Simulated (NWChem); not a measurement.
System: C7H7, doublet; SMILES Cc1[c]cccc1

Input file for NWChem:

```
start job
memory heap 200 mb stack 900 mb global 1100 mb
geometry units angstroms noautoz
  C     -0.104823    -2.459562     0.017872
  C     -0.057656    -0.951839     0.012314
  C     -1.196616    -0.154440     0.069309
  C     -1.248821     1.226066     0.069251
  C     -0.012620     1.908769     0.004461
  C      1.181199     1.173448    -0.055402
  C      1.161060    -0.231461    -0.051640
  H     -0.597210    -2.840496     0.936059
  H     -0.689432    -2.844159    -0.842906
  H      0.912297    -2.893385    -0.034005
  H     -2.199351     1.781502     0.116876
  H      0.007095     3.010114     0.001154
  H      2.145941     1.700552    -0.106073
  H      2.107831    -0.795462    -0.099065
end
basis spherical
  * library 6-31g*
end
dft
  odft
  mult 2
  xc slater vwn_5
  iterations 150
end
tddft
  cis
  nroots 6
end
task tddft energy
```

NWChem printed, in part:

```
             Northwest Computational Chemistry Package (NWChem) 7.3.0
             --------------------------------------------------------

 CS  symmetry detected

                             Geometry "geometry" -> ""
                             -------------------------

 Output coordinates in angstroms (scale by  1.889725989 to convert to a.u.)

  No.       Tag          Charge          X              Y              Z
 ---- ---------------- ---------- -------------- -------------- --------------
    1 C                    6.0000    -0.10806874    -2.46322505     0.00000000
    2 C                    6.0000    -0.05915073    -0.95554760     0.00000000
    3 C                    6.0000    -1.19872618    -0.15699186     0.00000000
    4 C                    6.0000    -1.24946035     1.22356898     0.00000000
    5 C                    6.0000    -0.01087209     1.90501828     0.00000000
    6 C                    6.0000     1.18370013     1.16848482     0.00000000
    7 C                    6.0000     1.16197086    -0.23640552     0.00000000
    8 H                    1.0000    -0.64771786    -2.84544515     0.89067868
    9 H                    1.0000    -0.64771786    -2.84544515    -0.89067868
   10 H                    1.0000     0.90993311    -2.89807985     0.00000000
   11 H                    1.0000    -2.20061855     1.77997050     0.00000000
   12 H                    1.0000     0.01010275     3.00634497     0.00000000
   13 H                    1.0000     2.15030497     1.69461065     0.00000000
   14 H                    1.0000     2.10935606    -0.80136823     0.00000000

 Effective nuclear repulsion energy (a.u.)     256.5408190551

      Symmetry information
      --------------------

 Group name             Cs
 Group number              2
 Group order               2
 No. of unique centers    13

                                 NWChem DFT Module
                                 -----------------

 Summary of "ao basis" -> "ao basis" (spherical)
 ------------------------------------------------------------------------------
       Tag                 Description            Shells   Functions and Types
 ---------------- ------------------------------  ------  ---------------------
 C                           6-31g*                  6       14   3s2p1d
 H                           6-31g*                  2        2   2s

      Symmetry analysis of basis
      --------------------------

        a'         82
        a"         30

            General Information
            -------------------
          SCF calculation type: DFT
          Wavefunction type:  spin polarized.
          No. of atoms     :    14
          No. of electrons :    49
           Alpha electrons :    25
            Beta electrons :    24
          Charge           :     0
          Spin multiplicity:     2
          Use of symmetry is: off; symmetry adaption is: on
          Maximum number of iterations: 150
          AO basis - number of functions:   112
                     number of shells:    56
          Convergence on energy requested:  1.00D-06
          Convergence on density requested:  1.00D-05
          Convergence on gradient requested:  5.00D-04

              XC Information
              --------------
                        Slater Exchange Functional  1.000 local
                      VWN V Correlation Functional  1.000 local

             Grid Information
             ----------------
          Grid used for XC integration:  medium
          Radial quadrature: Mura-Knowles
          Angular quadrature: Lebedev.
          Tag              B.-S. Rad. Rad. Pts. Rad. Cut. Ang. Pts.
          ---              ---------- --------- --------- ---------
          C                   0.70       49          12.0       434
          H                   0.35       45          13.0       434
          Grid pruning is: on
          Number of quadrature shells:   658
          Spatial weights used:  Erf1

      Superposition of Atomic Density Guess
      -------------------------------------

 Sum of atomic energies:        -267.10940681

      Non-variational initial energy
      ------------------------------

 Total energy =    -271.642477
 1-e energy   =    -866.191204
 2-e energy   =     338.007908
 HOMO         =      -0.157326
 LUMO         =       0.012213

   Symmetry analysis of molecular orbitals - initial alpha
   -------------------------------------------------------

  Numbering of irreducible representations:

     1 a'          2 a"

  Orbital symmetries:

     1 a'          2 a'          3 a'          4 a'          5 a'
     6 a'          7 a'          8 a'          9 a'         10 a'
    11 a'         12 a'         13 a'         14 a'         15 a'
    16 a'         17 a"         18 a'         19 a'         20 a"
    21 a'         22 a'         23 a"         24 a"         25 a'
    26 a"         27 a"         28 a'         29 a'         30 a"
    31 a'         32 a'         33 a'         34 a'         35 a"

   Symmetry analysis of molecular orbitals - initial beta
   ------------------------------------------------------

  Numbering of irreducible representations:

     1 a'          2 a"

  Orbital symmetries:

     1 a'          2 a'          3 a'          4 a'          5 a'
     6 a'          7 a'          8 a'          9 a'         10 a'
    11 a'         12 a'         13 a'         14 a'         15 a'
    16 a'         17 a"         18 a'         19 a'         20 a"
    21 a'         22 a'         23 a"         24 a"         25 a'
    26 a"         27 a"         28 a'         29 a'         30 a"
    31 a'         32 a'         33 a'         34 a'         35 a"

 !! scf_movecs_sym_adapt:    8 vectors were symmetry contaminated

  Symmetry fudging

 !! scf_movecs_sym_adapt:    6 vectors were symmetry contaminated

  Symmetry fudging

   convergence    iter        energy       DeltaE   RMS-Dens  Diis-err
 ---------------- ----- ----------------- --------- --------- ---------
 d= 0,ls=0.0,diis     1   -268.2646414654 -5.25D+02  4.47D-03  2.17D-01
                                                     3.96D-03  2.11D-01

 !! scf_movecs_sym_adapt:    6 vectors were symmetry contaminated

  Symmetry fudging

 !! scf_movecs_sym_adapt:    6 vectors were symmetry contaminated

  Symmetry fudging
 d= 0,ls=0.0,diis     2   -268.3289058012 -6.43D-02  2.37D-03  1.96D-02
                                                     2.06D-03  1.78D-02

 !! scf_movecs_sym_adapt:    8 vectors were symmetry contaminated

  Symmetry fudging

 !! scf_movecs_sym_adapt:   10 vectors were symmetry contaminated

  Symmetry fudging
 d= 0,ls=0.0,diis     3   -268.3179235885  1.10D-02  1.68D-03  3.82D-02
                                                     1.55D-03  3.83D-02

 !! scf_movecs_sym_adapt:    6 vectors were symmetry contaminated

  Symmetry fudging

 !! scf_movecs_sym_adapt:    7 vectors were symmetry contaminated

  Symmetry fudging
 d= 0,ls=0.0,diis     4   -268.3374540743 -1.95D-02  5.19D-04  3.27D-03
                                                     4.64D-04  3.14D-03

 !! scf_movecs_sym_adapt:    4 vectors were symmetry contaminated

  Symmetry fudging

 !! scf_movecs_sym_adapt:    2 vectors were symmetry contaminated

  Symmetry fudging
 d= 0,ls=0.0,diis     5   -268.3391908917 -1.74D-03  1.55D-04  4.43D-04
                                                     1.38D-04  4.05D-04

 !! scf_movecs_sym_adapt:    2 vectors were symmetry contaminated

[...]

                                NWChem TDDFT Module
                                -------------------

            General Information
            -------------------
           No. of orbitals :     224
            Alpha orbitals :     112
             Beta orbitals :     112
        Alpha frozen cores :       0
         Beta frozen cores :       0
     Alpha frozen virtuals :       0
      Beta frozen virtuals :       0
         Spin multiplicity :       2
    Number of AO functions :     112
        Use of symmetry is : off
      Symmetry adaption is : on
         Schwarz screening :  0.10D-07

              XC Information
              --------------
                 Slater Exchange Functional   1.00 local
               VWN V Correlation Functional   1.00 local

             TDDFT Information
             -----------------
          Calculation type : Tamm-Dancoff TDDFT
         Wavefunction type : Unrestricted
          No. of electrons :      49
           Alpha electrons :      25
            Beta electrons :      24
              No. of roots :       6
          Max subspacesize :    5200
            Max iterations :     100
               Target root :       1
           Target symmetry : none
      Symmetry restriction : off
                 Algorithm : Optimal
        Davidson threshold :  0.10D-03

    6 smallest eigenvalue differences (eV)
--------------------------------------------------------
  No. Spin  Occ  Vir  Irrep   E(Occ)    E(Vir)   E(Diff)
--------------------------------------------------------
    1    2   24   25 a"       -0.214    -0.119     2.562
    2    2   23   25 a"       -0.223    -0.119     2.826
    3    1   25   26 a"       -0.186    -0.038     4.026
    4    1   25   27 a"       -0.186    -0.034     4.129
    5    2   24   26 a'       -0.214    -0.037     4.805
    6    1   24   26 a'       -0.219    -0.038     4.937
--------------------------------------------------------

  Entering Davidson iterations
  Unrestricted

  Iter   NTrls   NConv    DeltaV     DeltaE      Time
  ----  ------  ------  ---------  ---------  ---------
    1      6       0     0.21E+00   0.10+100        4.9
    2     12       0     0.28E+00   0.71E-02        6.9
    3     18       0     0.17E+00   0.47E-01        7.5
    4     24       4     0.80E-01   0.40E-01        5.5
    5     26       4     0.54E-01   0.72E-02        4.3
    6     28       4     0.16E-01   0.49E-02        4.7
    7     30       4     0.64E-02   0.29E-03        4.9
    8     32       4     0.16E-02   0.44E-04        4.8
    9     34       5     0.53E-03   0.33E-05        4.7
   10     35       5     0.13E-03   0.32E-06        3.8
   11     36       6     0.76E-04   0.20E-07        3.9
  ----  ------  ------  ---------  ---------  ---------
  Convergence criterion met

  Ground state a'       -268.339434194857 a.u.
  <S2> =   0.7557

  ----------------------------------------------------------------------------
  Root   1         a"             0.092465936 a.u.                2.5161 eV
  <S2> =   0.7576
  ----------------------------------------------------------------------------
     Transition Moments    X -0.00000   Y  0.00000   Z -0.07107
     Dipole Oscillator Strength                    0.0003113387
     Electric Quadrupole                           0.0000000006
     Magnetic Dipole                               0.0000001463
     Total Oscillator Strength                     0.0003114856

     Occ.   25 alpha a'  ---  Virt.   27 alpha a"       0.11954
     Occ.   23 beta  a"  ---  Virt.   25 beta  a'      -0.08415
     Occ.   24 beta  a"  ---  Virt.   25 beta  a'      -0.98840
  ----------------------------------------------------------------------------
  Root   2         a"             0.103442878 a.u.                2.8148 eV
  <S2> =   0.7601
  ----------------------------------------------------------------------------
     Transition Moments    X -0.00000   Y -0.00000   Z -0.03470
     Dipole Oscillator Strength                    0.0000830218
     Electric Quadrupole                           0.0000000003
     Magnetic Dipole                               0.0000000373
     Total Oscillator Strength                     0.0000830594

     Occ.   25 alpha a'  ---  Virt.   27 alpha a"       0.06499
     Occ.   23 beta  a"  ---  Virt.   25 beta  a'      -0.99322
     Occ.   24 beta  a"  ---  Virt.   25 beta  a'       0.09310
  ----------------------------------------------------------------------------
  Root   3         a"             0.147762975 a.u.                4.0208 eV
  <S2> =   0.7750
  ----------------------------------------------------------------------------
     Transition Moments    X  0.00000   Y  0.00000   Z -0.00997
     Dipole Oscillator Strength                    0.0000097821
     Electric Quadrupole                           0.0000000003
     Magnetic Dipole                               0.0000000012
     Total Oscillator Strength                     0.0000097836

     Occ.   25 alpha a'  ---  Virt.   26 alpha a"       0.99849
  ----------------------------------------------------------------------------
  Root   4         a"             0.155021898 a.u.                4.2184 eV
  <S2> =   0.7651
  ----------------------------------------------------------------------------
     Transition Moments    X  0.00000   Y  0.00000   Z  0.17020
     Dipole Oscillator Strength                    0.0029938049
     Electric Quadrupole                           0.0000000099
     Magnetic Dipole                               0.0000002601
     Total Oscillator Strength                     0.0029940749

     Occ.   25 alpha a'  ---  Virt.   27 alpha a"       0.98505
     Occ.   21 beta  a"  ---  Virt.   25 beta  a'      -0.08099
     Occ.   23 beta  a"  ---  Virt.   25 beta  a'       0.07555
     Occ.   24 beta  a"  ---  Virt.   25 beta  a'       0.11327
  ----------------------------------------------------------------------------
  Root   5         a'             0.160889671 a.u.                4.3780 eV
  <S2> =   2.7468
  ----------------------------------------------------------------------------
     Transition Moments    X -0.00973   Y  0.01536   Z  0.00000
     Dipole Oscillator Strength                    0.0000354490
     Electric Quadrupole                           0.0000000000
     Magnetic Dipole                               0.0000000003
     Total Oscillator Strength                     0.0000354493

     Occ.   23 alpha a"  ---  Virt.   26 alpha a"       0.13605
     Occ.   23 alpha a"  ---  Virt.   27 alpha a"       0.21604
     Occ.   24 alpha a"  ---  Virt.   26 alpha a"      -0.61908
     Occ.   24 alpha a"  ---  Virt.   27 alpha a"       0.19786
     Occ.   23 beta  a"  ---  Virt.   26 beta  a"      -0.38299
     Occ.   23 beta  a"  ---  Virt.   27 beta  a"      -0.11028
     Occ.   24 beta  a"  ---  Virt.   26 beta  a"       0.51882
     Occ.   24 beta  a"  ---  Virt.   27 beta  a"      -0.27812
  ----------------------------------------------------------------------------
  Root   6         a'             0.172875161 a.u.                4.7042 eV
  <S2> =   2.6805
  ----------------------------------------------------------------------------
     Transition Moments    X  0.00903   Y -0.04499   Z -0.00000
     Dipole Oscillator Strength                    0.0002426590
     Electric Quadrupole                           0.0000000000
     Magnetic Dipole                               0.0000000001
     Total Oscillator Strength                     0.0002426591

     Occ.   23 alpha a"  ---  Virt.   26 alpha a"       0.48268
     Occ.   23 alpha a"  ---  Virt.   27 alpha a"       0.37632
     Occ.   24 alpha a"  ---  Virt.   26 alpha a"       0.14219
     Occ.   24 alpha a"  ---  Virt.   27 alpha a"      -0.17854
     Occ.   23 beta  a"  ---  Virt.   26 beta  a"      -0.49373
     Occ.   23 beta  a"  ---  Virt.   27 beta  a"      -0.24759
     Occ.   24 beta  a"  ---  Virt.   26 beta  a"      -0.50923
     Occ.   24 beta  a"  ---  Virt.   27 beta  a"      -0.08101

              Target root =      1
          Target symmetry = none
      Ground state energy =   -268.339434194857
        Excitation energy =      0.092465935896
     Excited state energy =   -268.246968258961

  stored tddft:energy   -268.24696825896109
```

Level: LDA (Slater exchange, VWN5)/6-31G* (spherical d), spin-unrestricted, TDA. Coordinates come from a PBE-D3(BJ)/def2-SVP, spin-unrestricted optimisation. No frequency run checked for a minimum. No stability test was run on the SCF state.
